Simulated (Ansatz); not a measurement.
Cost and result for the atomization energy of CH8AlNSi2, SMILES `[SiH3][SiH2][N]1[CH2][AlH]1` (13 atoms, 13 bonds).

```xyz
13

Si   -0.737   -0.768    2.002
Si   -0.691    0.938    0.388
N     0.053    0.419   -1.063
C     1.502   -0.067   -1.148
Al    0.407   -0.056   -2.703
H     0.636   -1.253    2.318
H    -1.352   -0.288    3.271
H    -1.528   -1.935    1.516
H    -2.087    1.364    0.087
H     0.029    2.107    0.984
H     1.707   -0.971   -0.571
H     2.243    0.705   -0.933
H    -0.183   -0.193   -4.149
```

Charge 0, multiplicity 1. All single points use the PBE0-D4/def2-TZVP geometry. It is one conformer, not always the lowest. Program: Ansatz. All runs use 4 threads of an Arm Neoverse V2 on a shared host. Times are those of one run each, without the atoms' runs, and a repeat can differ threefold. Electronic energies, without spin–orbit coupling; frozen cores. CCSD(T)/CBS adds CCSD(T) − MP2 in def2-TZVPP to the MP2 limit, and its time is that of the two runs behind it. T1 = 0.014. B3LYP takes the VWN-RPA correlation (the form of Gaussian; ORCA's B3LYP/G).

CCSD(T)/CBS is a level of theory with its own doubt, some kJ/mol a heavy atom from the limit and from the frozen cores, so smaller differences don't rank the functionals.

```
                             level  functions  wall time  atomization (kcal/mol)  difference from CCSD(T)/CBS  per bond
   PBE-D4/def2-TZVPP (with forces)        300        3 s                   980.4                          3.2       0.2
                PBE0-D4/def2-TZVPP        300      3.8 s                   969.9                         -7.3      -0.6
r2SCAN-D4/def2-TZVPP (with forces)        300        6 s                   977.0                         -0.2       0.0
 B3LYP-D4/def2-TZVPP (with forces)        300        6 s                   977.2                          0.0       0.0
                 B2PLYP/def2-TZVPP        300      6.5 s                   962.8                        -14.4      -1.1
                ωB97X-V/def2-TZVPP        300      9.5 s                   985.3                          8.1       0.6
  ωB97M-V/def2-TZVPP (with forces)        300       14 s                   978.9                          1.7       0.1
                    MP2/def2-QZVPP        564       25 s                   969.9                         -7.3      -0.6
                CCSD(T)/def2-TZVPP        300    2.9 min                   948.7                        -28.5      -2.2
                 CCSD(T)/CBS(def2)          –    3.3 min                   977.2                          0.0       0.0
```

From PBE to PBE0 (25 % exact exchange), in def2-TZVPP and without D4, the atomization energy moves by −9.5 kcal/mol: exact exchange takes away binding that semilocal exchange gives to molecules. In def2-TZVPP, CCSD(T) changes the Hartree–Fock value by +243.7 kcal/mol (the triples alone add +13.4 kcal/mol) and MP2 by +247.8 kcal/mol; breaking electron pairs costs correlation energy, which Hartree–Fock lacks. The D4 term adds +12.4 kcal/mol with B3LYP and +6.6 kcal/mol with PBE0; it sums over pairs of atoms, weighted by their polarisabilities, and B3LYP, whose exchange is more repulsive, gets the larger term.
